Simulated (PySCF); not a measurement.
Job file and geometry (Å, from GFN2-xTB) of an NMR shielding run on SMILES CCP(C)C(=O)OC, C₅H₁₁O₂P, GIAO PBE0/pcSseg-1 NMR shielding, non-relativistic, gas phase (PySCF); density fitting, a coarse starting grid and PySCF grid level 2 are the driver's defaults:

```
{"job": {"kind": "nmr", "xc": "PBE0", "basis": "pcSseg-1"}, "charge": 0, "multiplicity": 1}
C     -2.493826    -1.189448    -0.186488
C     -0.996737    -0.934467    -0.080181
P     -0.645978     0.775415     0.582405
C     -1.039012     1.798105    -0.904446
C      1.181982     0.733639     0.330781
O      1.828793     1.572044    -0.238770
O      1.689292    -0.329893     0.952512
C      3.106060    -0.468807     0.931747
H     -2.950061    -0.517325    -0.909836
H     -2.976316    -1.034079     0.776014
H     -2.680133    -2.213289    -0.505472
H     -0.516634    -1.053429    -1.056414
H     -0.544033    -1.642572     0.617083
H     -2.114168     1.949587    -0.966490
H     -0.675112     1.324845    -1.815357
H     -0.552932     2.763963    -0.782713
H      3.466326    -0.507023    -0.098199
H      3.572660     0.378683     1.436825
H      3.330026    -1.396699     1.451444
```

Problem. Write the output of this run.

Solution. 
```
coarse grid: 16048 points
cycle   1  E = -688.1618473721  dE =  9.659e-01  |g| = 8.865e-01  |ddm| = 3.798e+00
cycle   2  E = -687.8284848817  dE =  3.334e-01  |g| = 1.598e+00  |ddm| = 1.586e+00
cycle   3  E = -688.2983137231  dE = -4.698e-01  |g| = 2.819e-01  |ddm| = 1.187e+00
cycle   4  E = -688.3128483479  dE = -1.453e-02  |g| = 8.714e-02  |ddm| = 2.362e-01
cycle   5  E = -688.3140562684  dE = -1.208e-03  |g| = 2.323e-02  |ddm| = 6.062e-02
cycle   6  E = -688.3141711717  dE = -1.149e-04  |g| = 5.665e-03  |ddm| = 2.125e-02
cycle   7  E = -688.3141782738  dE = -7.102e-06  |g| = 1.519e-03  |ddm| = 5.734e-03
final grid: 149480 points
cycle   8  E = -688.3835911771  dE = -2.688e-05  |g| = 1.513e-02  |ddm| = 3.546e-02
cycle   9  E = -688.3835414158  dE =  4.976e-05  |g| = 2.220e-02  |ddm| = 2.329e-02
cycle  10  E = -688.3836359511  dE = -9.454e-05  |g| = 2.864e-03  |ddm| = 1.457e-02
cycle  11  E = -688.3836374825  dE = -1.531e-06  |g| = 4.751e-04  |ddm| = 2.011e-03
cycle  12  E = -688.3836375213  dE = -3.884e-08  |g| = 1.783e-04  |ddm| = 4.857e-04
cycle  13  E = -688.3836375273  dE = -5.917e-09  |g| = 3.888e-05  |ddm| = 1.427e-04
cycle  14  E = -688.3836375276  dE = -3.533e-10  |g| = 1.174e-05  |ddm| = 5.288e-05
converged SCF energy = -688.3836375276

GIAO shielding tensors (ppm)
atom      isotropic    diamagn.    paramagn.     s11        s22        s33       span
  0 C      173.926     246.454     -72.527    163.221    170.707    187.850     24.629
  1 C      157.735     254.046     -96.310    146.138    156.928    170.140     24.002
  2 P      363.087     968.648    -605.562    292.334    332.786    464.141    171.807
  3 C      175.047     254.388     -79.340    164.947    170.301    189.893     24.945
  4 C       -3.373     259.495    -262.868   -103.425     26.354     66.954    170.379
  5 O     -128.732     403.529    -532.260   -465.945   -228.160    307.909    773.854
  6 O      138.571     404.610    -266.039    -50.550    223.731    242.533    293.083
  7 C      133.386     242.478    -109.092    102.095    118.667    179.396     77.301
  8 H       30.854      30.162       0.693     25.401     30.752     36.410     11.009
  9 H       30.663      29.380       1.283     26.396     28.615     36.977     10.581
 10 H       30.255      28.240       2.015     25.204     27.333     38.227     13.024
 11 H       30.086      34.519      -4.433     25.538     30.444     34.276      8.738
 12 H       29.552      33.917      -4.365     23.654     29.734     35.268     11.614
 13 H       30.621      30.919      -0.298     25.750     28.609     37.504     11.754
 14 H       30.679      32.906      -2.228     26.985     28.508     36.543      9.558
 15 H       29.993      30.925      -0.932     25.286     27.489     37.203     11.917
 16 H       27.733      29.021      -1.289     23.751     25.653     33.794     10.043
 17 H       27.816      27.379       0.437     23.816     25.427     34.205     10.389
 18 H       28.004      28.271      -0.268     24.069     26.476     33.467      9.397
```

Size and cost of the density-fitted run: 198 basis functions, about 90 core-seconds.
